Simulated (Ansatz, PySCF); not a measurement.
Energy difference R1 + R2 → P1 + P2, each structure at its B3LYP-D3(BJ)/def2-TZVP stationary point, reached from a drawn start (curvature not checked).
P1: BF3 (SMILES FB(F)F), charge 0, multiplicity 1.
R1: BCl3 (SMILES ClB(Cl)Cl), charge 0, multiplicity 1.
R2, BF3H3N (SMILES [NH3+][B-](F)(F)F) (charge 0, multiplicity 1, Z-matrix in Å and degrees):
```
N
H 1 1.0164
H 1 1.0164 2 108.81
H 1 1.0164 2 108.81 3 118.41
B 1 1.6919 2 110.12 3 -120.79
F 5 1.3723 1 103.99 2 180.00
F 5 1.3723 6 114.35 1 112.72
F 5 1.3723 6 114.35 7 134.56
```
P2: BCl3H3N (SMILES [NH3+][B-](Cl)(Cl)Cl), charge 0, multiplicity 1.

P less R. No zero-point or thermal terms.

Cores are frozen in the correlated methods.

Programs: Ansatz (a quantum-chemistry and plane-wave program) with Gaussian orbitals; PySCF for the D3/D4 terms. All values are computed, each at the level named.

Question: Predict the reaction energy from SVWN5/def2-TZVPP.

Answer: -3.4 kcal/mol

Question: Give the reaction energy at the level CCSD(T)/cc-pV(D+d)Z.

Answer: -1.2 kcal/mol

Question: What is the computed reaction energy (PBE0-D3(BJ)/def2-TZVPP)?

Answer: -4.3 kcal/mol
